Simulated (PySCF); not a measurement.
C₄H₃FOSi.
SMILES: `C#C[SiH2]C(F)=C=O`

Torsions of this conformer, `[CH:1]#[C:2][SiH2:3][C:4]([F:5])=[C:6]=[O:7]`: C2–Si3–C4–F5 -63°.

The closed-shell ground state was solved at several levels (PySCF, density fitting, gas phase, non-relativistic). One conformer (not necessarily the lowest) at the PBE0-D3(BJ)/def2-SVP geometry, without solvent, vibrations or thermal averaging.

```
            level  basis functions  total energy (Eh)  HOMO (eV)  LUMO (eV)  gap (eV)  dipole (D)
      HF/pcSseg-1              141          -616.2725     -10.09       1.97     12.06        1.78
    LDA/def2-SVPD              174          -614.6277      -6.08      -3.72      2.36        1.45
   PBE0/def2-SVPD              174          -617.8648      -7.20      -2.38      4.82        1.44
   B97-D/pcSseg-1              141          -618.4167      -5.78      -3.24      2.54        1.38
   PBE0/def2-TZVP              241          -618.3273      -7.10      -2.26      4.84        1.34
      PBE0/6-31G*              108          -618.1534      -6.77      -1.95      4.82        1.35
LC-wPBE/def2-SVPD              174          -618.0330      -9.83       0.04      9.87        1.43
       PBE0/6-31G               73          -618.0264      -6.89      -2.18      4.71        1.63
wB97X-D/def2-SVPD              174          -618.2303      -9.05      -0.52      8.53        1.45
  PBE0/def2-TZVPD              298          -618.3291      -7.14      -2.32      4.82        1.37
  B3LYP/def2-SVPD              174          -618.3726      -6.98      -2.61      4.37        1.47
    PBE0/pcSseg-0               73          -617.0765      -7.13      -2.39      4.74        1.73
```

Q: Estimate the row for PBE0/aug-cc-pVDZ, a basis of 192 functions; the other rows only guide the guess.

A: Total energy -618.2219 Eh, HOMO -7.10 eV, LUMO -2.31 eV, gap 4.79 eV, dipole 1.36 D.

Q: Over all these levels, which gives the widest orbital gap and which the narrowest?

A: HF/pcSseg-1 (Hartree–Fock, all exact exchange) has the widest, 12.06 eV, and LDA/def2-SVPD (LDA) the narrowest, 2.36 eV. Functional and basis both differ between the two, so the spread mixes both effects.

Q: How much does the basis alone move the frontier levels among the 7 PBE0 rows (the withheld one included)?

A: The HOMO by 0.43 eV and the LUMO by 0.44 eV. By rising basis size (HOMO, LUMO in eV): 6-31G -6.89, -2.18; pcSseg-0 -7.13, -2.39; 6-31G* -6.77, -1.95; def2-SVPD -7.20, -2.38; aug-cc-pVDZ -7.10, -2.31; def2-TZVP -7.10, -2.26; def2-TZVPD -7.14, -2.32.

Q: In the def2-SVPD basis, how does the gap go with the fixed share of exact exchange?

A: LDA (0 %) 2.36 eV; B3LYP (20 %) 4.37 eV; PBE0 (25 %) 4.82 eV. Each rise in the share widens the gap here.

Q: How far do the dipole and the HOMO energy spread over the levels?

A: The dipole runs from 1.34 to 1.78 D (mean 1.48 D) and the HOMO from -10.09 to -5.78 eV.

Note: B97-D and wB97X-D ran without an empirical dispersion term, which enters the total energy and its gradient alone.
